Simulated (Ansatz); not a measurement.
`[SiH3][CH]1[CH2][GeH2]1` → `[CH2]1[CH2][GeH2]1` + `[SiH2]` at 600 K and 1 bar (silylene formation by 1,1-elimination).

Computed with Ansatz on PBE0-D4/def2-TZVP structures; ΔE is electronic, products minus reactants. CCSD(T)/CBS is the MP2 limit (def2-TZVPP, def2-QZVPP) plus CCSD(T) − MP2 in def2-TZVPP, frozen cores. This one scheme is used for every species. For Ge outer-core shells are correlated without core-valence functions, which leaves a few kJ/mol of doubt a bond. Scalar relativity is left out up to krypton.

```tsv
species	CCSD(T)/CBS energy (Eh)	H − E (kJ/mol)	S (J/(mol·K))
`[SiH3][CH]1[CH2][GeH2]1`	-2446.06090	284.7	440.0
`[CH2]1[CH2][GeH2]1`	-2155.77534	224.6	349.5
`[SiH2]`	-290.19011	52.1	233.9
```

H − E and S are ideal-gas, rigid-rotor, harmonic terms from PBE0-D4/def2-TZVP, for one conformer and one mirror image of each species. 1 Eh = 2625.50 kJ/mol, R = 8.31446 J/(mol·K).

Question: By hand: ΔE, ΔH, ΔS and ΔG.

Answer: ΔE = (-2155.77534) + (-290.19011) − (-2446.06090) = 0.09545 Eh = 250.6 kJ/mol. Δ(H − E) = 224.6 + 52.1 − 284.7 = -8.0, so ΔH = 242.6 kJ/mol. ΔS = 349.5 + 233.9 − 440.0 = 143.4 J/(mol·K). ΔG = 242.6 − 600 × (143.4)/1000 = 156.6 kJ/mol.

Question: By hand: the equilibrium constant, and the temperature at which ΔG would vanish if ΔH and ΔS stayed fixed.

Answer: log₁₀ K = −ΔG/(RT ln 10) = -13.6. ΔG = 0 at ΔH/ΔS = 1692 K.

The number of gas molecules changes by +1, which sets the sign of ΔS. A doubt of 5 kJ/mol in ΔE shifts log₁₀ K by 0.4 here. Other conformers and mirror images would add mixing entropy, several J/(mol·K) or more a flexible species. These are equilibria of isolated gas molecules and say nothing of rates. Largest T1 diagnostic: 0.014 (customary marks: 0.02 for closed shells, 0.045 for open ones).
